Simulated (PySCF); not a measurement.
Work out the structure from these simulated measurements.

Formula: CH10N2Si3.

- 1H NMR: chemical shifts (computed TMS as zero) by class: 12.78 (1 H), 8.90 (1 H), 4.25 (6 H), 4.23 (2 H) ppm [GIAO HF/pcSseg-1]
- Rotational structure: rotational constants A, B, C: 2.120, 1.333, 1.104 GHz [PBE0-D3(BJ)/def2-SVP]
- Dipole: 2.08 D [CAM-B3LYP/def2-SVPD]
- Triplet: lowest triplet excitation (Tamm–Dancoff): 3.54 eV [TDA CAM-B3LYP/def2-SVPD]
- Valence photoelectron: vertical ionisation energy: 9.46 eV [ΔSCF CAM-B3LYP/def2-SVPD]
- 13C NMR: chemical shifts (computed TMS as zero) by class: 192.4 (1 C) ppm [GIAO HF/pcSseg-1]
- Polarisability: 104.0 au [CAM-B3LYP/def2-SVPD]

Electronic properties: PySCF, gas phase, density fitting. Levels stand in brackets. One conformer (not necessarily the lowest) at the PBE0-D3(BJ)/def2-SVP geometry, without solvent, vibrations or thermal averaging. NMR values are class means; diastereotopic atoms form classes of their own.

Problem. What is the compound? Reason from the data.

Solution. Numbering: `[H]/[N:1]=[CH:2]\[SiH2:3][N:4]([SiH3:5])[SiH3:6]`. Its formula, CH10N2Si3, gives 1 degree of unsaturation: 0 rings and 1 π bond in the structure found. The one carbon: C=N carbon [C2] (192.4 ppm). Hydrogen classes from least to most shielded: 1 H on a C=N nitrogen, N1 (12.78 ppm), 1 H on a C=N carbon, C2 (8.90 ppm), 6 H on 2 SiH3 silicons, Si5/Si6 (4.25 ppm), 2 H on an SiH2 silicon, Si3 (4.23 ppm). The first electron is taken from the HOMO, whose largest Löwdin shares are 0.41 on the C=N nitrogen, 0.20 on the C=N carbon, 0.10 on the SiH2 silicon and 0.07 on the N–H hydrogen. The optimised geometry has point group C1 and is an asymmetric top. Structure: `[H]/N=C\[SiH2]N([SiH3])[SiH3]`. The assignments are read from this structure; whether some other isomer fits the data as well wasn't checked.

The values belong to the conformer `[H]/[N:1]=[CH:2]\[SiH2:3][N:4]([SiH3:5])[SiH3:6]`: N1–C2–Si3–N4 -4°, C2–Si3–N4–Si5 -81°.
